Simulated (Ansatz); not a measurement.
```yaml
crystal:
  periodic: [false, false, false]
  atoms:
    - {symbol: C, position_ang: [0.355735, -1.487527, -0.592409]}
    - {symbol: Si, position_ang: [0.652105, 0.035684, 0.433949]}
    - {symbol: C, position_ang: [-0.823846, 1.246871, 0.165110]}
    - {symbol: F, position_ang: [-2.000464, 0.690182, 0.523735]}
    - {symbol: F, position_ang: [-0.950255, 1.602527, -1.131222]}
    - {symbol: Cl, position_ang: [-0.605678, 2.733798, 1.123271]}
    - {symbol: H, position_ang: [-0.572679, -1.979072, -0.294439]}
    - {symbol: H, position_ang: [0.286628, -1.231750, -1.651729]}
    - {symbol: H, position_ang: [1.174751, -2.199490, -0.465894]}
    - {symbol: H, position_ang: [1.866123, 0.779660, 0.021692]}
    - {symbol: H, position_ang: [0.682879, -0.248081, 1.888536]}
basis:
  gaussian: {orbitals: "6-31++G**"}
magnetization: {spin_polarized: true, initial_magnetization: 0}
hamiltonian: {xc: {name: r2SCAN0}}
accuracy: high
scf: {lower_state_search: off}
```

```sh
$ ansatz run in.yaml --threads 4 --pin off --events-out ev --progress --plain --max-ram 10444MiB
```

It prints (some lines left out):

```
Functional definition: r2SCAN0
3259 factors; integrals over basis functions are off by at most 5.3e-9 eV
mean field evaluation 1: about -27976.9250 eV, gradient 3.8e1 eV
mean field evaluation 2: about -27975.5009 eV, gradient 4.1e1 eV
mean field evaluation 4: about -27982.8794 eV, gradient 2.0e0 eV
mean field evaluation 8: about -27983.0275 eV, gradient 1.1e-1 eV
mean field evaluation 16: about -27983.0276 eV, gradient 1.1e-5 eV
mean field -27983.02759771 eV, -1028.3572966384 hartree, gradient 1.8e-8 eV, S^2 0.000000; 0 other end points of the search recorded, 0 dependent functions left out
reference -27983.02760581 eV, -1028.3572969361 hartree; 33, 33 occupied and 119, 119 virtual orbitals, 3259 factors
Total energy: -27983.02760581 eV, -1028.3572969361 hartree
Checks for a lower state left out: stability, starts, cluster_reference, orbital_swaps, neighbouring_geometries, increment
```

Hardware: 4 threads of an AMD EPYC 7B13 on a shared host. Wall time 12 s, peak host memory 0.88 GiB.
